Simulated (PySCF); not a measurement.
Job file and geometry (Å, from GFN2-xTB) of an NMR shielding run on SMILES [C@H]12C=C(CC)[C@@]1(CC)C=C2, C10H14, GIAO PBE0/pcSseg-1 NMR shielding, non-relativistic, gas phase (PySCF 2.14.0, density-fitted response routines); density fitting, a coarse starting grid and PySCF grid level 2 are the driver's defaults:

```
$ OMP_NUM_THREADS=1 python probes_run.py task.json out

{"job": {"kind": "nmr", "xc": "PBE0", "basis": "pcSseg-1"}, "charge": 0, "multiplicity": 1}
C      3.006413     0.191242     0.544999
C      1.595356     0.745414     0.702413
C      0.622279     0.078544    -0.198932
C      0.669822    -0.820531    -1.180948
C     -0.805949    -0.733371    -1.502210
C     -1.163970     0.426163    -2.405498
C     -1.219156     1.314277    -1.418757
C     -0.879392     0.306936    -0.337426
C     -1.773223     0.190291     0.876218
C     -1.537787    -1.106023     1.644288
H      3.020360    -0.873383     0.766071
H      3.692387     0.695178     1.222063
H      3.356542     0.334677    -0.474121
H      1.588844     1.818797     0.483896
H      1.264358     0.631740     1.739673
H      1.450979    -1.382131    -1.657417
H     -1.395908    -1.640804    -1.552281
H     -1.268970     0.475459    -3.473542
H     -1.395586     2.372243    -1.359188
H     -2.816596     0.240424     0.553862
H     -1.583847     1.046998     1.530008
H     -2.168297    -1.141836     2.529744
H     -0.498948    -1.185873     1.954663
H     -1.771449    -1.964667     1.019977
```

Q: What does the program print?

A: 
```
coarse grid: 19544 points
cycle   1  E = -388.7291376476  dE =  1.552e+00  |g| = 4.905e-01  |ddm| = 4.500e+00
cycle   2  E = -388.7237366530  dE =  5.401e-03  |g| = 5.279e-01  |ddm| = 1.162e+00
cycle   3  E = -388.7966821297  dE = -7.295e-02  |g| = 4.412e-02  |ddm| = 6.342e-01
cycle   4  E = -388.7969052549  dE = -2.231e-04  |g| = 3.092e-02  |ddm| = 8.934e-02
cycle   5  E = -388.7971130307  dE = -2.078e-04  |g| = 8.751e-03  |ddm| = 3.805e-02
cycle   6  E = -388.7971277718  dE = -1.474e-05  |g| = 4.123e-03  |ddm| = 1.271e-02
cycle   7  E = -388.7971320403  dE = -4.269e-06  |g| = 4.195e-04  |ddm| = 4.314e-03
final grid: 187288 points
cycle   8  E = -388.8597184215  dE = -6.656e-05  |g| = 9.445e-03  |ddm| = 6.720e-02
cycle   9  E = -388.8597123683  dE =  6.053e-06  |g| = 1.072e-02  |ddm| = 2.267e-02
cycle  10  E = -388.8597419439  dE = -2.958e-05  |g| = 1.289e-03  |ddm| = 1.253e-02
cycle  11  E = -388.8597422978  dE = -3.539e-07  |g| = 4.642e-04  |ddm| = 1.709e-03
cycle  12  E = -388.8597423473  dE = -4.942e-08  |g| = 1.364e-04  |ddm| = 5.705e-04
cycle  13  E = -388.8597423515  dE = -4.269e-09  |g| = 3.229e-05  |ddm| = 1.738e-04
cycle  14  E = -388.8597423518  dE = -2.487e-10  |g| = 6.382e-06  |ddm| = 4.196e-05
converged SCF energy = -388.8597423518

GIAO shielding tensors (ppm)
atom      isotropic    diamagn.    paramagn.     s11        s22        s33       span
  0 C      174.950     246.045     -71.094    168.155    169.540    187.156     19.001
  1 C      159.821     244.984     -85.163    145.570    162.263    171.629     26.059
  2 C       15.715     260.455    -244.740    -91.841     -2.844    141.831    233.672
  3 C       46.493     250.640    -204.146    -62.744     42.163    160.061    222.805
  4 C      137.025     255.744    -118.718    112.462    145.363    153.251     40.790
  5 C       33.645     257.669    -224.024    -86.612     28.868    158.679    245.291
  6 C       30.471     251.460    -220.990    -82.582     18.547    155.446    238.028
  7 C      121.098     248.015    -126.916     98.179    126.310    138.805     40.625
  8 C      161.995     243.608     -81.613    155.627    157.338    173.019     17.392
  9 C      174.299     248.023     -73.724    165.650    170.529    186.719     21.069
 10 H       30.514      29.755       0.759     26.362     29.067     36.113      9.751
 11 H       30.479      26.877       3.602     25.683     27.818     37.937     12.254
 12 H       30.476      29.410       1.066     26.183     28.969     36.277     10.094
 13 H       29.754      30.251      -0.497     24.942     29.624     34.697      9.755
 14 H       29.548      31.082      -1.534     24.414     30.276     33.955      9.541
 15 H       25.268      35.035      -9.767     23.506     24.450     27.849      4.343
 16 H       28.101      34.041      -5.940     25.781     27.970     30.553      4.772
 17 H       24.834      32.727      -7.894     23.401     24.800     26.300      2.899
 18 H       24.685      32.533      -7.848     22.874     25.415     25.767      2.894
 19 H       30.007      30.395      -0.388     25.489     28.778     35.753     10.265
 20 H       29.763      30.868      -1.105     26.128     27.963     35.197      9.068
 21 H       30.737      28.135       2.602     26.123     27.536     38.553     12.430
 22 H       30.930      31.850      -0.920     26.017     31.270     35.503      9.486
 23 H       30.985      31.176      -0.191     26.291     30.003     36.660     10.369
```

Q: Turn these shieldings into chemical shifts. δ = σ(ref) − σ, references computed at the same level: $^{13}$C (σref 186.93), $^{1}$H (σref 31.72) against TMS.

A: Averaging equivalent atoms: C 2: 171.2; C 6: 156.5; C 5: 153.3; C 3: 140.4; C 7: 65.8; C 4: 49.9; C 1: 27.1; C 8: 24.9; C 9: 12.6; C 0: 12.0; H 18: 7.03; H 17: 6.88; H 15: 6.45; H 16: 3.62; H 14: 2.17; H 13: 1.96; H 20: 1.95; H 19: 1.71; H 10/11/12: 1.23; H 21/22/23: 0.83 ppm. 

Size and cost of the density-fitted run: 240 basis functions, 45 s wall time on 1 thread of an Arm Neoverse V2, shared host.
